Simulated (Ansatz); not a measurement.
H6GeSi2, SMILES `[SiH3][Ge][SiH3]` (excited triplet) (charge 0, multiplicity 3). This triplet is an excited state, 0.42 eV above the relaxed singlet at the level frozen-core CCSD(T)/cc-pVDZ // PBE0-D3(BJ)/def2-TZVP (Ansatz, an electronic-structure program).

Method: frozen-core CCSD(T)/cc-pVDZ // PBE0-D3(BJ)/def2-TZVP (Ansatz).

Ansatz 0.2 input:
```yaml
crystal:
  periodic: [false, false, false]
  atoms:
    - { symbol: Si, position_ang: [2.041902, 0.270359, 0.521813] }
    - { symbol: Ge, position_ang: [-0.033501, 1.012871, -0.344689] }
    - { symbol: Si, position_ang: [-2.041908, -0.226832, -0.541197] }
    - { symbol: H, position_ang: [1.863668, -0.328739, 1.873041] }
    - { symbol: H, position_ang: [2.940102, 1.449312, 0.624566] }
    - { symbol: H, position_ang: [2.670905, -0.740795, -0.371066] }
    - { symbol: H, position_ang: [-3.092506, 0.689941, -1.053983] }
    - { symbol: H, position_ang: [-2.464867, -0.763293, 0.781491] }
    - { symbol: H, position_ang: [-1.883793, -1.362824, -1.489975] }
basis:
  gaussian: { orbitals: cc-pVDZ }
correlation:
  method: ccsd_t
magnetization:
  spin_polarized: true
  initial_magnetization: 2
```

Output:

```
Functional definition: HF
951 factors; integrals over basis functions are off by at most 1.1e-3 eV
mean field evaluation 1: about -72289.3515 eV, gradient 1.1e1 eV
mean field evaluation 2: about -72289.3555 eV, gradient 1.1e1 eV
mean field evaluation 4: about -72291.1640 eV, gradient 1.1e0 eV
mean field evaluation 8: about -72291.1933 eV, gradient 3.7e-4 eV
mean field evaluation 16: about -72291.1598 eV, gradient 1.1e0 eV
mean field -72291.19292471 eV, -2656.6523392527 hartree, gradient 2.2e-6 eV, S^2 2.013873; 0 other end points of the search recorded, 0 dependent functions left out
19 core orbitals not correlated
reference -72291.19292471 eV, -2656.6523392527 hartree; 15, 13 occupied and 59, 61 virtual orbitals, 951 factors
second order -7.74934419 eV of doubles, -0.00000000 eV of singles
cycle   1  -8.93980271 eV  change    -1.2e0 eV  update   8.8e-2
cycle   2  -9.38799888 eV  change   -4.5e-1 eV  update   3.1e-2
cycle   3  -9.41870413 eV  change   -3.1e-2 eV  update   1.0e-2
cycle   4  -9.41620100 eV  change    2.5e-3 eV  update   4.2e-3
cycle   5  -9.41528696 eV  change    9.1e-4 eV  update   1.4e-3
cycle   6  -9.41520829 eV  change    7.9e-5 eV  update   4.5e-4
cycle   7  -9.41538639 eV  change   -1.8e-4 eV  update   1.8e-4
cycle   8  -9.41545943 eV  change   -7.3e-5 eV  update   5.3e-5
cycle   9  -9.41545884 eV  change    5.9e-7 eV  update   1.9e-5
perturbative correction -0.26745786 eV, -0.0098288950 hartree
Total energy: -72300.87584141 eV, -2657.0081798780 hartree
```
